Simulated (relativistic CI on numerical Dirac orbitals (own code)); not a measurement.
# What each ingredient does to the levels of W XLIX

Base calculation: Dirac-Coulomb-Breit CI, orbitals from a KLI potential per configuration, model QED (radiative potential, 1s self-energy scaled to tabulated hydrogen-like ionisation energies), unscaled Slater integrals.

Configurations in the expansion (outside the closed core [Ne]): 3s²3p⁶3d⁸, 3s²3p⁵3d⁹, 3s²3p⁴3d¹⁰, 3s3p⁶3d⁹, 3p⁶3d¹⁰, 3s3p⁵3d¹⁰, 3s²3p⁶3d⁷4s, 3s²3p⁶3d⁷4p, 3s²3p⁴3d⁹4s, 3s²3p⁶3d⁷4d, 3s²3p⁴3d⁹4p, 3s²3p⁵3d⁸4s, 3s²3p⁶3d⁷4f, 3s²3p⁴3d⁹4d, 3s3p⁵3d⁹4s, 3s²3p⁵3d⁸4p, 3s3p⁵3d⁹4p, 3s²3p⁶3d⁶4s², 3s²3p⁵3d⁸4d, 3s3p⁵3d⁹4d, 3s3p⁶3d⁸4s, 3p⁶3d⁹4s, 3s²3p⁶3d⁶4s4p, 3s²3p⁵3d⁸4f, 3s²3p⁶3d⁷5s, 3p⁶3d⁹4p, 3s3p⁶3d⁸4p, 3s²3p⁶3d⁶4p², 3s²3p⁶3d⁶4s4d, 3s²3p⁶3d⁷5p, 3s²3p⁵3d⁷4s², 3s²3p⁶3d⁷5d, 3p⁶3d⁹4d, 3s²3p⁶3d⁶4p4d, 3s3p⁶3d⁸4d, 3s²3p⁶3d⁷5f. Levels of other configurations are missing.

The lowest level and the first level of each name with at least 55 % of one term (blank where a level has no safe partner in the second run):

```csv
Level,Base (eV),Shift (eV)
3s²3p⁶3d⁸ ³F4,0.00,0.00
3s²3p⁶3d⁸ ³F3,65.18,-0.03
3s²3p⁶3d⁸ ³P1,80.04,-0.03
3s²3p⁶3d⁸ ¹G4,80.23,+0.03
3s²3p⁶3d⁸ ³F2,137.48,+0.04
3s²3p⁵3d⁹ ³F°4,428.42,-0.50
3s²3p⁵3d⁹ ³D°3,453.85,+0.31
3s²3p⁵3d⁹ ³P°0,516.39,+0.39
3s²3p⁵3d⁹ ³F°3,518.81,-0.18
3s²3p⁵3d⁹ ³F°2,808.76,-0.25
3s²3p⁴3d¹⁰ ³P2,886.33,+3.84
3s²3p⁴3d¹⁰ ¹S0,909.32,+2.29
3s3p⁶3d⁹ ³D3,988.37,
3s3p⁶3d⁹ ³D1,1056.49,
3s²3p⁴3d¹⁰ ³P1,1197.10,+1.15
3s²3p⁴3d¹⁰ ¹D2,1212.64,-4.66
3s3p⁵3d¹⁰ ³P°2,1419.76,
3s3p⁵3d¹⁰ ¹P°1,1455.03,
3s²3p⁴3d¹⁰ ³P0,1522.19,+3.18
3s²3p⁶3d⁷4s ⁵F5,1659.50,
3s²3p⁶3d⁷4s ⁵F4,1725.32,
3s3p⁵3d¹⁰ ³P°0,1732.85,
```

At this charge energies of transitions that change n are usually good to better than 1 %, and those within a shell (Δn = 0) to a few per cent.

One thing was changed in a second run, which moved the levels as shown. Which?
A. Breit term removed
B. QED terms removed
C. only the first 3 configurations

C. Only the first 3 configurations. With fewer configurations the levels that remain lose their mixing partners.

LS names give the leading component of a level, which can be under half, so a name can repeat, a term be missing and a line seem to break the LS rules.
